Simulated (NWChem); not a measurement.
# SiH$_{4}$O$_{2}$; SMILES O[SiH2]O

```xyz
7

Si     0.0000     0.0000    -0.4255
O     -1.3853     0.0511     0.4893
O      1.3853    -0.0511     0.4893
H     -0.0651     1.2367    -1.2500
H      0.0651    -1.2367    -1.2500
H     -1.5866    -0.7328     1.0090
H      1.5866     0.7328     1.0090
```
Atoms are numbered in this order, from 1.

Results from NWChem. Pople sets run with spherical d functions. Geometry: optimised at PBE0/def2-SVP. Vzz is the largest principal value of the second derivative of the potential at the nucleus (NWChem prints the opposite sign); η is the asymmetry. Non-relativistic.

| level | Vzz O3 (a.u.) | η O3 |
|---|---|---|
| PBE0/cc-pVTZ | 1.369 | 0.52 |
| PBE0/6-31G* | 1.354 | 0.53 |
| PBE/6-31G* | ? | 0.51 |
| PBE/def2-TZVP | 1.345 | 0.50 |

Task: Some entries are withheld; supply them.

Result: 
- PBE/6-31G*, Vzz O3 (a.u.): 1.329
